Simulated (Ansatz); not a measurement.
Two isomers of C2H10BNSi: A = `CB(N)C[SiH3]`, B = `CBN[SiH2]C`.

Gas-phase electronic energies from Ansatz, PBE0-D4/def2-TZVP geometries. CCSD(T)/CBS is the MP2 limit (def2-TZVPP, def2-QZVPP) plus CCSD(T) − MP2 in def2-TZVPP, frozen cores. Functionals use def2-TZVPP. B3LYP here is the variant with VWN-RPA as its local correlation; programs differ in this. One conformer a species, not always the lowest.

A:

Z-matrix (Å, degrees):
```
C
B 1 1.576
H 1 1.096 2 109.9
H 1 1.093 2 114.1 3 -120.9
H 1 1.095 2 111.1 3 116.8
N 2 1.399 1 119.9 3 115.1
C 2 1.576 1 120.8 3 -66.5
H 6 1.005 2 122.8 1 0.9
H 6 1.006 2 123.6 1 -180.0
Si 7 1.873 2 111.1 1 -89.1
H 7 1.096 2 112.7 1 151.0
H 7 1.095 2 111.4 1 29.9
H 10 1.489 7 111.0 2 54.4
H 10 1.490 7 111.6 2 174.8
H 10 1.489 7 110.4 2 -65.2
```

B:

```xyz
15

C    -0.3616    1.2746   -1.5244
B     0.9471    0.4231   -1.3694
N     1.0523   -0.6592   -0.4783
Si   -0.1635   -1.2815    0.6128
C    -0.5048   -0.1208    2.0307
H    -0.6490    1.3371   -2.5791
H    -1.2285    0.9172   -0.9622
H    -0.1642    2.3079   -1.2153
H     1.9162    0.6975   -2.0285
H     1.9422   -1.1352   -0.4578
H    -1.4239   -1.5464   -0.1302
H     0.3671   -2.5744    1.1254
H    -0.8698    0.8421    1.6660
H    -1.2621   -0.5405    2.6981
H     0.4026    0.0585    2.6123
```

Task: Which is lower in electronic energy at CCSD(T)/CBS, and by how much? (Estimate.)

Result: Ansatz gave: B, by 8.5 kcal/mol.

Task: Give E(B) − E(A) in kcal/mol with B3LYP-D4, ωB97M-V, CCSD(T)/def2-SVP, PBE0-D4, B2PLYP, r2SCAN-D4, PBE-D4. (An estimate is asked.)

Result: Ansatz gave: B3LYP-D4 -8.5, ωB97M-V -8.2, CCSD(T)/def2-SVP -5.4, PBE0-D4 -6.8, B2PLYP -8.8, r2SCAN-D4 -7.7, PBE-D4 -6.3. None reverses the order clearly.

Task: Does the order hold for the free energy at 298.15 K (harmonic terms from PBE0-D4)? (An estimate is asked.)

Result: The calculation gave: Yes: G(B) − G(A) = -8.2 kcal/mol, for one conformer each. Modes under 60 cm⁻¹, often nearly free rotors, make the harmonic entropy too high.

Largest T1 diagnostic: 0.011.

In def2-TZVPP, CCSD(T) changes the Hartree–Fock value by +2.4 kcal/mol (the triples alone add +0.3 kcal/mol) and MP2 by +2.1 kcal/mol. From BLYP to BHLYP (50 % exact exchange), in def2-TZVPP and without D4, E(B) − E(A) moves by −1.0 kcal/mol.
